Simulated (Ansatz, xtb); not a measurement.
The molecule AsS, multiplicity 2 (lowest of 2S+1 = 2, 4 at CCSD(T)/def2-TZVPP on PBE0 minima; our sources give no spin for the ground state, which may be another). No spin–orbit coupling. As is treated without relativity. The T1 diagnostic near the minimum is 0.048, so single-reference values are doubtful.

Seven points along R, fitted to fifth degree in 1/R; most abundant isotopes. In def2 and cc sets the state is the lowest found near the PBE0 minimum, followed along R.

Programs: Ansatz (Gaussian orbitals); xtb for the GFN methods. Each number belongs to the level named beside it. The GFN methods have no spin term and hold the electronic entropy of 300 K.

| level | r_e (Å) | ω_e (cm⁻¹) | ω_e x_e (cm⁻¹) | B_e (cm⁻¹) | dipole (D) |
|---|---|---|---|---|---|
| GFN1-xTB | 2.009 | 635 | 1.7 | 0.186 | - |
| GFN2-xTB | 2.026 | 588 | 2.1 | 0.183 | - |
| SVWN5/def2-TZVPP | 2.016 | 579 | 1.6 | 0.185 | 1.06 |
| PBE/def2-TZVPP | 2.038 | 562 | 1.6 | 0.181 | 1.19 |
| r2SCAN/def2-TZVPP | 2.019 | 587 | 1.7 | 0.185 | 1.18 |
| B97M-V/def2-TZVPP | 2.014 | 594 | 1.7 | 0.185 | 1.36 |
| B3LYP/def2-TZVPP | 2.028 | 577 | 1.6 | 0.183 | 1.31 |
| wB97M-V/def2-TZVPP | 2.003 | 618 | 1.6 | 0.188 | 1.40 |

Ansatz is an electronic-structure program.
